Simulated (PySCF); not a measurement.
Mg(SH)(OSiH3) (H4MgOSSi), SMILES [SiH3][O][Mg][SH].

Coordinates come from a PBE0-D3(BJ)/def2-SVP optimisation. The values are those of a single conformer.

Method: PySCF with C-PCM-M06-2X/def2-SVP.

The values are the electrostatic part of the solvation free energy, E(continuum) − E(gas) at the gas-phase geometry, in a cavity of scaled van der Waals radii (PySCF's table); cavitation and dispersion terms are not included. A continuum can't describe solvent molecules that bind to the metal. In vacuum the orbital gap is 7.41 eV. The dipole moment in vacuum is 0.89 D.

```tsv
solvent	ε	ΔG(elec) (kcal/mol)	dipole (D)	gap (eV)
water	78.36	-13.3	1.11	7.97
dimethylsulfoxide	46.83	-13.2	1.10	7.97
diethylether	4.24	-9.8	1.02	7.83
```
